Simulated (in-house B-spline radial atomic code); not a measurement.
A fraction x of an electron is removed from 6s in Nd, starting from [Xe] 4f4 6s2 and keeping the highest spin. Method: scalar-relativistic (X2C) RPBE, spin-polarised, spherical fractional occupations, Fermi nucleus of rms radius 4.9123 fm. Calculated with a B-spline radial code for spherical atoms.

```
   x  E(x) - E(0) (eV)  6s down level (eV)
   0            0.0000              -3.331
0.12            0.4281              -3.804
0.19            0.7040              -4.081
0.35            1.4082              -4.722
0.46            1.9523              -5.172
 0.5            2.1625              -5.338
0.59            2.6602              -5.724
0.74            3.5703              -6.430
0.75            3.6349              -6.482
0.97            5.1953              -7.581
   1            5.4221                   -
```

The exact functional would give a straight line between the two integer points. Deviations E(x) - E(0) - x[E(1) - E(0)], in eV: -0.223 at x = 0.12, -0.326 at x = 0.19, -0.49 at x = 0.35, -0.542 at x = 0.46, -0.549 at x = 0.5, -0.539 at x = 0.59, -0.442 at x = 0.74, -0.432 at x = 0.75, -0.064 at x = 0.97.

The curve lies below the straight line by up to 0.549 eV (at x = 0.5): convex, the delocalisation error that favours fractional charges.

Question: How well does Slater's transition state (minus the level at half occupation) give the ionisation energy?

Answer: It gives 5.338 eV against 5.422 eV from the two total energies; NIST lists 5.53 eV, ground level to ground level.
